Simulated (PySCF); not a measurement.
O2Se, SMILES O=[Se]=O, point group C2v.

Force field and properties: PBE0/pcSseg-2 (PySCF, grid level 2). Vibrational terms come from second-order perturbation theory with semi-diagonal cubic constants, by steps of ±0.6 along the normal coordinates of each isotopologue. The parent has the commonest isotopes.

Equilibrium geometry (Å):

```tsv
atom	x	y	z
O1	-1.1855	-0.6358	0.1752
Se2	-0.1106	0.3760	-0.4423
O3	1.3420	0.2496	0.2168
```

Q: Give the equilibrium and ground-state rotational constants (MHz) of parent; ¹⁸O at 1; ⁸²Se at 2; ¹⁸O at 1, ⁸²Se at 2; ¹⁸O at 1, ¹⁸O at 3.

A: 
```json
{"species": "parent", "Ae": "28845", "Be": "8809", "Ce": "6748.2", "A0": "28959", "B0": "8782.8", "C0": "6721.9", "Δ0 (u Å²)": "0.190", "harmonic ZPE (cm⁻¹)": "1220"}
{"species": "¹⁸O at 1", "Ae": "27727", "Be": "8289.6", "Ce": "6381.6", "A0": "27834", "B0": "8265.5", "C0": "6357.4", "Δ0 (u Å²)": "0.194", "harmonic ZPE (cm⁻¹)": "1191"}
{"species": "⁸²Se at 2", "Ae": "28643", "Be": "8809", "Ce": "6737.1", "A0": "28757", "B0": "8782.9", "C0": "6711", "Δ0 (u Å²)": "0.191", "harmonic ZPE (cm⁻¹)": "1218"}
{"species": "¹⁸O at 1, ⁸²Se at 2", "Ae": "27526", "Be": "8289.3", "Ce": "6370.8", "A0": "27632", "B0": "8265.2", "C0": "6346.6", "Δ0 (u Å²)": "0.195", "harmonic ZPE (cm⁻¹)": "1189"}
{"species": "¹⁸O at 1, ¹⁸O at 3", "Ae": "26551", "Be": "7828.1", "Ce": "6045.7", "A0": "26651", "B0": "7805.9", "C0": "6023.2", "Δ0 (u Å²)": "0.199", "harmonic ZPE (cm⁻¹)": "1162"}
```

Δ0 = Ic − Ia − Ib from the ground-state constants.

Q: How is the parent's vibrational correction B0 − Be made up?

A: 
| axis | harmonic | Coriolis | cubic | total (MHz) |
| --- | --- | --- | --- | --- |
| a | 183 | -0 | -68.8 | 114 |
| b | 18.2 | -0 | -44.4 | -26.2 |
| c | 4.72 | -1.12 | -29.8 | -26.2 |

Q: And its quartic centrifugal distortion constants from the harmonic force field?

A: Asymmetric top, A reduction, Ir representation: ΔJ = 5.68 kHz, ΔJK = -54 kHz, ΔK = 529 kHz, δJ = 2.06 kHz, δK = 8.9 kHz.
